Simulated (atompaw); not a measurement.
## Before and after: PAW (atompaw) potential for ytterbium (Yb)

| Quantity | Value |
| --- | --- |
| Element | ytterbium |
| Generator | atompaw 4.2.0.5 |
| Type | PAW |
| Functional | PBEsol |
| Relativity | scalar-relativistic |
| Frozen core | [Kr] 4d10 |
| Valence charge | 24 |
| Reference configuration | 4f14 5s2 5p6 5d0 6s2 6p0 |
| Partial waves | 5s (bound): rc 1.75 bohr; 6s (bound): rc 1.90 bohr; 5p (bound): rc 1.90 bohr; 6p (bound, empty): rc 3.00 bohr; 5d (bound, empty): rc 3.00 bohr; 5d channel at 1.35 Ry: rc 3.00 bohr; 4f (bound): rc 0.60 bohr; 4f channel at 0.15 Ry: rc 0.60 bohr |
| Local potential | bessel scheme, radius 2.20 bohr |
| Core correction | smooth core density matched at 2.50 bohr |
| Augmentation charge | sinc compensation charge, radius 2.45 bohr; PAW radius 3.00 bohr; waves and projectors: custom rrkj gramschmidtortho |

Change: augmentation sinc compensation charge, radius 2.45 bohr; PAW radius 3.00 bohr; waves and projectors: custom polynom gramschmidtortho.

Cutoffs: the cutoffs (Ry, on a coarse ladder) from which the occupation-weighted sum of valence levels, in a spherical-Bessel basis at the reference potential, stays within 10 and 1 mRy of its value at 400 Ry; they do not see the model core or the augmentation charge, which bear on the density cutoff.

Task: What does the change do?

Result: The range in which the s phases agree narrows (upper end at the end of the scan → 3.8); the range in which the p phases agree widens (upper end 0.8 → 4.3); neither file shows a bound ghost.

| quantity | base | changed |
| --- | --- | --- |
| cutoffs, loose and tight | over 300 Ry, over 300 Ry | not determined |
| bound ghosts | none | none |
| s: phases at 3.00 bohr within 0.05 rad from the reference energy up to (Ry; the scan ends near 5) | to the end of the scan | 3.8 |
| p: phases at 3.00 bohr within 0.05 rad from the reference energy up to (Ry; the scan ends near 5) | 0.8 | 4.3 |
| d: phases at 3.00 bohr within 0.05 rad from the reference energy up to (Ry; the scan ends near 5) | 2.5 | 2.3 |
| f: phases at 3.00 bohr within 0.05 rad from the reference energy up to (Ry; the scan ends near 5) | 5.0 | 5.0 |
| lowest overlap eigenvalue by channel | s 0.12, p 0.49, d 0.30, f 1.00 | s 0.51, p 0.52, d 0.94, f 1.00 |

 The cutoffs see the waves, projectors and local potential, not the compensation charge or the core.
